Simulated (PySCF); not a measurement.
Ligands exchanged one at a time, Ga NH2-H. Isolated molecules, 0 K electronic values unless said otherwise. One relaxed conformer stands for each flexible species; it need not be the lowest. Strings in code marks are SMILES.

The HOMO–LUMO gap from two functionals at the same geometries (PBE0-D3(BJ)/def2-TZVP), both in PySCF: PBE-D3(BJ)/def2-TZVP and PBE0-D3(BJ)/def2-TZVP. 

```csv
species,PBE-D3(BJ)/def2-TZVP (eV)
0 of 3 NH2 replaced by H (`[NH2][Ga]([NH2])[NH2]`),4.64
1 of 3 NH2 replaced by H,4.87
2 of 3 NH2 replaced by H (`[NH2][GaH2]`),4.60
3 of 3 NH2 replaced by H (`[GaH3]`),4.70
```

Question: What does PBE0-D3(BJ)/def2-TZVP give for each?

Answer: 
- 0 of 3 NH2 replaced by H (`[NH2][Ga]([NH2])[NH2]`): 6.94
- 1 of 3 NH2 replaced by H: 7.02
- 2 of 3 NH2 replaced by H (`[NH2][GaH2]`): 6.68
- 3 of 3 NH2 replaced by H (`[GaH3]`): 6.77
Over these rows, drawn at random from the members with no instability flagged (it was tested for open shells, ions and some series alone), PBE minus PBE0-D3(BJ): mean -2.15 eV, from -2.29 eV to -2.08 eV.
